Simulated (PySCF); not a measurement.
## Silicon: a sound run and one with changed settings

Sound run: Si⁺ [Ne] 3s2 3p1, Si²⁺ [Ne] 3s2. All numbers are calculated (PySCF 2.14, the spin-free X2C one-electron Hamiltonian (Gaussian nucleus), in aug-cc-pVDZ-DK (5s4p2d, 27 functions)). In the sound run the correlated levels freeze [Ne]. The sound run starts from symmetry-adapted Hartree-Fock orbitals and uses a fine grid where one is needed.

Changed run: a valence shell is frozen. This setting is unsound on purpose.

Ionisation energy of Si⁺:

```csv
method,sound run (eV),changed run (eV)
UHF,15.808,15.808
MP2,15.979,15.808
SCS-MP2,15.959,15.808
CCSD,16.080,15.808
CCSD(T),16.099,15.808
CCSDT,n/a,15.808
FCI,n/a,15.808
```

Freezing a valence shell removes pair correlation that changes on ionisation.

For comparison, NIST gives 16.346 eV between the lowest levels.
